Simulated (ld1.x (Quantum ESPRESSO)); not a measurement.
Before and after: ultrasoft potential for germanium (Ge)

* Element: Ge
* Generator: ld1.x (Quantum ESPRESSO) 7.5
* Type: ultrasoft
* Functional: LDA (PZ)
* Relativity: scalar-relativistic
* Frozen core: [Ar]
* Valence charge: 14
* Reference configuration: 3d10 4s2 4p0 (charge +2)
* Partial waves: 4s (bound): rcut 1.55, rcutus 1.70 bohr; 4s channel at -0.05 Ry: rcut 1.55, rcutus 1.70 bohr; 4p (bound, empty): rcut 1.15, rcutus 1.50 bohr; 4p channel at -0.95 Ry: rcut 1.15, rcutus 1.50 bohr; 3d (bound): rcut 1.25, rcutus 1.45 bohr; 3d channel at -3.05 Ry: rcut 1.25, rcutus 1.45 bohr
* Local potential: all-electron potential smoothed inside 1.65 bohr (lloc = -2)
* Core correction: Bessel-smoothed model core inside 0.90 bohr
* Augmentation charge: PSQ, inside the norm-conserving radii

All-electron outer shells of the reference configuration (LDA (PZ), scalar-relativistic, ld1.x):

| shell | level (eV) | outermost node (bohr) | outermost maximum (bohr) |
| --- | --- | --- | --- |
| 3p | -135.45 | 0.23 | 0.54 |
| 3d | -49.54 | – | 0.50 |
| 4s | -29.63 | 0.77 | 1.66 |
| 4p | -20.12 | 0.82 | 1.96 |

Change: waves 3d (bound): rcut 1.25, rcutus 1.96 bohr; 3d channel at -3.05 Ry: rcut 1.25, rcutus 1.96 bohr.

Cutoffs: the cutoffs (Ry, on a coarse ladder) from which the occupation-weighted sum of valence levels, in a spherical-Bessel basis at the reference potential, stays within 10 and 1 mRy of its value at 400 Ry; they do not see the model core or the augmentation charge, which bear on the density cutoff. Errors are all-electron minus pseudo energies relative to the spin-unpolarised reference configuration.

**Question.** Predict the effect on cutoff, ghosts and configuration errors.

**Answer.** The potential gets softer (55 Ry and 90 Ry → 30 Ry and 45 Ry); the number of tests that count goes from 8 to 3 (the test run of the changed file stopped, so its transferability is not established); of the 3 tests that both files solve, the error grows in 1 and shrinks in 1 by more than 15 % and 0.3 meV (median size 6.6 → 4.6 meV); neither file shows a bound ghost at the reference potential, the only one tested. A larger radius leaves more room for a smooth pseudo-wave, so fewer plane waves are needed.

```csv
quantity,base,changed
"cutoff, loose",55 Ry,30 Ry
"cutoff, tight",90 Ry,45 Ry
loose cutoff by channel (10 mRy a level),"s 10 Ry, d 45 Ry","s 10 Ry, d 18 Ry"
bound ghosts,none,none
"tests counted (converged, no solver errors)",8 of 9,3 of 9 (the test run stopped)
"error for 3d10 4s2 4p1, meV [ΔE -15.72 eV]",+1.7,+2.1
"error for 3d10 4s1 4p3, meV [ΔE -15.31 eV]",-6.6,-4.6
"error for 3d10 4s0 4p4, meV [ΔE -6.99 eV]",-27,-26
lowest overlap eigenvalue by channel,"s 0.44, p 0.71, d 1.00","s 0.44, p 0.71, d 0.06"
```

Base: Tests not counted: 3d9 4s2 4p2 (solver errors, printed error -2349 eV). Changed file: Tests not counted: 3d10 4s2 4p2 (solver errors, printed error -2232 eV); 3d10 4s1 4p0 (solver errors, printed error -1825 eV); 3d9 4s2 4p2 (solver errors, printed error -2005 eV); 3d10 4s2 4p2.3 (solver errors, printed error -2263 eV).
